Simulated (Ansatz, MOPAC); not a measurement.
Molecule: H₅SiN₂O (charge 0, doublet). SMILES: N[Si](N)O

Atoms: N1, Si2, N3, O4, H5, H6, H7, H8, H9. Bonds: N1-Si2, N1-H5, N1-H6, Si2-N3, Si2-O4, N3-H7, N3-H8, O4-H9.

Bond lengths (Å) and angles (degrees) optimised at AM1 with MOPAC; PM3 with MOPAC; HF/3-21G with Ansatz (a program for electronic structure); B3LYP/6-31G* with Ansatz, each started from the B3LYP-D3(BJ)/def2-TZVP structure (Ansatz) of the last column. A row stands for all coordinates that are equal there; 10 of 16 kinds are shown. 6-31G* holds six Cartesian d functions.

```tsv
coordinate	AM1	PM3	HF/3-21G	B3LYP/6-31G*	B3LYP-D3(BJ)/def2-TZVP
N1-Si2	1.685	1.768	1.733	1.730 to 1.734	1.716
N1-H5	0.985	0.998	0.999	1.012	1.006
N1-H6	0.985	0.998	1.003	1.017	1.011
Si2-O4	1.767	1.683	1.681	1.685	1.667
N3-H7	0.986	0.997	1.000	1.013	1.008
N3-H8	0.984	0.997	0.999	1.013	1.007
O4-H9	0.948	0.944	0.960	0.968	0.960
N1-Si2-N3	114.9	110.0	109.1	104.1	105.6
N1-Si2-O4	112.4	105.8	116.4	119.6	119.1
N3-Si2-O4	108.3	110.4	102.3	101.8	101.7
```

A range marks coordinates that this level makes unequal.

Mean signed difference of all 8 bond lengths from B3LYP-D3(BJ)/def2-TZVP: AM1 -0.008 Å, PM3 0.008 Å, HF/3-21G 0.002 Å, B3LYP/6-31G* 0.010 Å.
